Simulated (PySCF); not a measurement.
**Exact mass, isotope pattern and composition**

Species: `[O]=[W-](<-[OH2])([Cl])([Cl])([Cl])[Cl]` ([WO(H2O)Cl4]-) [radical].

Calculated from tabulated atomic weights, isotope masses and abundances; no fragmentation.

(1) Molar mass and exact mass?

(2) Give the isotope pattern of the ion itself, merging species of the same nominal mass.

(3) What resolving power m/Δm just matches the spacing of the species with one 37Cl and with one 186W?

(4) What share of all these ions is the monoisotopic species?

(5) Protons, neutrons, electrons, and exact less nominal mass of the monoisotopic species?

(6) Which singly substituted isotopologues are there?

(7) What is the composition by mass?

## Answers

(1) For [Cl4H2O2W]-, with standard atomic weights, 1 × 183.840 + 2 × 15.999 + 2 × 1.008 + 4 × 35.450 = 359.654 g/mol. From the most abundant isotopes (184W, 16O, 1H, 35Cl), 1 × 183.950931 + 2 × 15.994915 + 2 × 1.007825 + 4 × 34.968853 = 357.8318 u for neutral atoms; the ion's mass is 357.8324 u once 1 electron mass (0.000549 u) is added.

(2) 
```csv
nominal mass,m/z (centroid),relative intensity
354,353.8281,0.1
356,355.8296,31.7
357,356.8317,17.0
358,357.8294,76.9
359,358.8288,21.9
360,359.8305,100.0
361,360.8259,10.6
362,361.8301,70.0
363,362.8233,2.3
364,363.8286,26.1
365,364.8218,0.2
366,365.8266,4.9
368,367.8244,0.4
```

Cut off at 0.1 %. Abundances used (%; other tables differ somewhat): 180W 0.12, 182W 26.5, 183W 14.31, 184W 30.64, 186W 28.43; 16O 99.757, 17O 0.038, 18O 0.205; 1H 99.9885, 2H 0.0115; 35Cl 75.78, 37Cl 24.22.

(3) They lie 0.00638 u apart at mass 359.83, so m/Δm is about 56000.

(4) 0.3064 × 0.99757^2 × 0.999885^2 × 0.7578^4 = 10.05 %.

(5) 160 protons, 198 neutrons and 161 electrons; 357.8318 − 358 = -0.1682 u, electron masses as for neutral atoms.

(6) Intensity in % of the monoisotopic species:

```tsv
isotope	mass shift (u)	m/z	intensity (%)
180W	-4.00423	353.8281	0.39
182W	-2.00273	355.8296	86.49
183W	-1.00071	356.8317	46.70
17O	+1.00422	358.8366	0.08
2H	+1.00628	358.8386	0.02
37Cl	+1.99705	359.8294	127.84
186W	+2.00343	359.8358	92.79
18O	+2.00425	359.8366	0.41
```

Species under 0.02 % are left out.

(7) W 51.12 %, O 8.90 %, H 0.56 %, Cl 39.43 %.
